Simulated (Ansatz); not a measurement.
Cost and result for the atomization energy of `F[SiH2][N]([SiH3])[GaH2]` (12 atoms, 11 bonds).

```xyz
12

F     0.3187   -2.6043   -0.4700
Si    0.6179   -1.4382    0.5876
N     0.0967    0.0790   -0.0023
Si   -1.5728    0.5621    0.0802
Ga    1.3044    1.2215   -0.8416
H     2.0854   -1.4161    0.7877
H    -0.1111   -1.8082    1.8229
H    -2.1368    0.7817   -1.2782
H    -1.7181    1.8308    0.8431
H    -2.3526   -0.5065    0.7588
H     0.6891    2.5636   -1.3463
H     2.7793    0.7348   -0.9419
```

The species carries charge 0 and has multiplicity 1. Correlated methods include outer-core shells of Ga, which these sets cover unevenly. Scalar relativity is left out up to krypton. The structure was optimised at the PBE0-D4/def2-TZVP level. It is one conformer, not always the lowest. Program: Ansatz. All runs use 2 threads of an AMD EPYC 7R13 on a shared host and a share of an NVIDIA H100 80 GB. Times are those of one run each, without the atoms' runs, and a repeat can differ threefold. Electronic energies, without spin–orbit coupling; frozen cores. CCSD(T)/CBS adds CCSD(T) − MP2 in def2-TZVPP to the MP2 limit, and its time is that of the two runs behind it. T1 = 0.013. With those shells the extrapolation isn't a true limit. B3LYP takes the VWN-RPA correlation (the form of Gaussian; ORCA's B3LYP/G).

CCSD(T)/CBS is a level of theory with its own doubt, some kJ/mol a heavy atom from the limit and from the frozen cores, so smaller differences don't rank the functionals.

```tsv
level	functions	wall time	atomization (kJ/mol)	difference from CCSD(T)/CBS	per bond
B2PLYP/def2-TZVPP	292	7 s	3734.8	-74.6	-6.8
CCSD(T)/def2-TZVPP	292	9 s	3708.4	-101.0	-9.2
ωB97M-V/def2-TZVPP (with forces)	292	9.1 s	3789.6	-19.8	-1.8
PBE-D4/def2-TZVPP (with forces)	292	9.6 s	3751.0	-58.4	-5.3
PBE0-D4/def2-TZVPP	292	13 s	3720.7	-88.7	-8.1
MP2/def2-QZVPP	553	13 s	3800.6	-8.8	-0.8
r2SCAN-D4/def2-TZVPP (with forces)	292	13 s	3775.4	-34.0	-3.1
ωB97X-V/def2-TZVPP	292	17 s	3820.3	10.9	1.0
CCSD(T)/CBS(def2)	–	22 s	3809.4	0.0	0.0
B3LYP-D4/def2-TZVPP (with forces)	292	23 s	3771.0	-38.4	-3.5
```

The D4 term adds +53.9 kJ/mol with B3LYP and +28.3 kJ/mol with PBE0; it sums over pairs of atoms, weighted by their polarisabilities, and B3LYP, whose exchange is more repulsive, gets the larger term. In def2-TZVPP, CCSD(T) changes the Hartree–Fock value by +911.9 kJ/mol (the triples alone add +44.3 kJ/mol) and MP2 by +942.1 kJ/mol; breaking electron pairs costs correlation energy, which Hartree–Fock lacks. From PBE to PBE0 (25 % exact exchange), in def2-TZVPP and without D4, the atomization energy moves by −25.5 kJ/mol: exact exchange takes away binding that semilocal exchange gives to molecules.
